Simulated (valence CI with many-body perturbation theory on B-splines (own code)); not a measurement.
Values are calculated unless marked as measured or tabulated.
# Nb¹⁰⁺: what each term of the Hamiltonian does

Level of theory: valence CI with perturbative core correlation (CI+MBPT): three valence electrons over a frozen Dirac-Fock core [Ar] 3d10, a basis of 11 s, 11 p, 9 d, 7 f, 5 g, 2 h, 1 i functions for each j, with the one-electron correlation potential Σ1 (screened to all orders), the two-electron term Σ2, the three-electron term Σ3, Breit, model QED; selected single and double excitations, second order for the rest, scaled by the run's own slope (own B-spline code, finite nucleus).

No measured levels were compared; by estimate levels hold to about 250 cm⁻¹ or 0.2 % of their energy and the worst to 1 %, as in measured heavy ions of charge 2 to 7; those with d or f electrons hold less well.

Each rung adds one term. CI alone is the Dirac-Coulomb CI over the frozen core; QED comes last and gives the full result, which names the levels. Energies are above 4s2.4p 2P°_1/2 on the same rung, in eV.

Names give the largest LS component (configuration and term), which can be under half, so a name can repeat, a term be missing and a line seem to break the LS rules; names also repeat where a configuration has a term twice. Letters in brackets count levels of one name in rising energy.

```tsv
Level	CI alone	+ Σ1	+ Σ2	+ Σ3	+ Breit	Full
4s2.4p 2P°_3/2	2.941	2.996	3.010	3.010	2.960	2.966
4s.4p2 4P_1/2	22.174	22.293	22.621	22.626	22.649	22.579
4s.4p2 4P_3/2	23.542	23.692	24.042	24.048	24.042	23.975
4s.4p2 4P_5/2	24.919	25.089	25.425	25.431	25.405	25.340
4s.4p2 2D_3/2	29.677	29.855	29.951	29.953	29.933	29.871
4s.4p2 2D_5/2	30.279	30.476	30.609	30.611	30.569	30.509
4s.4p2 2S_1/2	34.409	34.585	34.198	34.190	34.194	34.126
4s.4p2 2P_1/2	37.468	37.690	37.234	37.226	37.185	37.122
4s.4p2 2P_3/2	38.437	38.666	38.000	37.994	37.951	37.888
4s2.4d 2D_3/2	48.636	48.907	48.475	48.473	48.379	48.376
4s2.4d 2D_5/2	49.071	49.352	48.926	48.924	48.812	48.811
4p3 4S°_3/2 [a]	56.509	56.801	56.669	56.672	56.693	56.558
4p3 4S°_3/2 [b]	57.847	58.177	58.066	58.071	58.054	57.925
4p3 2D°_5/2	57.870	58.203	58.326	58.332	58.306	58.182
4p3 2P°_1/2	62.487	62.833	62.618	62.615	62.596	62.468
4p3 2P°_3/2	63.689	64.070	63.928	63.927	63.870	63.748
4s.4p.4d 4F°_3/2	65.985	66.336	66.683	66.694	66.638	66.567
4s.4p.4d 4F°_5/2	66.611	66.973	67.316	67.328	67.258	67.188
4s.4p.4d 4F°_7/2	67.574	67.954	68.298	68.310	68.218	68.150
4s.4p.4d 4F°_9/2	69.005	69.415	69.783	69.795	69.670	69.606
4s.4p.4d 4P°_5/2	70.332	70.706	70.659	70.664	70.592	70.521
4s.4p.4d 4D°_3/2 [a]	70.786	71.165	71.085	71.090	71.019	70.948
4s.4p.4d 4D°_1/2	71.090	71.471	71.347	71.352	71.283	71.214
4s.4p.4d 4P°_1/2	72.485	72.899	72.900	72.905	72.804	72.738
4s.4p.4d 4D°_5/2	72.688	73.099	72.977	72.982	72.885	72.816
4s.4p.4d 4D°_3/2 [b]	72.641	73.055	72.980	72.985	72.887	72.819
4s.4p.4d 4D°_7/2	72.787	73.204	73.084	73.089	72.978	72.912
4s.4p.4d 2D°_3/2 [a]	73.054	73.463	73.317	73.321	73.224	73.153
4s.4p.4d 2D°_5/2 [a]	73.239	73.651	73.543	73.547	73.444	73.375
4s.4p.4d 2F°_5/2 [a]	74.864	75.272	75.188	75.188	75.101	75.032
4s.4p.4d 2F°_7/2 [a]	77.009	77.450	77.392	77.391	77.273	77.209
```

Task: How does the ionisation energy move along the ladder, and which term matters most?

Result: CI alone 200.07, + Σ1 201.18, + Σ2 200.97, + Σ3 200.95, + Breit 200.82, + QED 200.83 eV. The largest step is Σ1, 1.10 eV. NIST lists 200.28 ± 0.06 eV (semi-empirical).
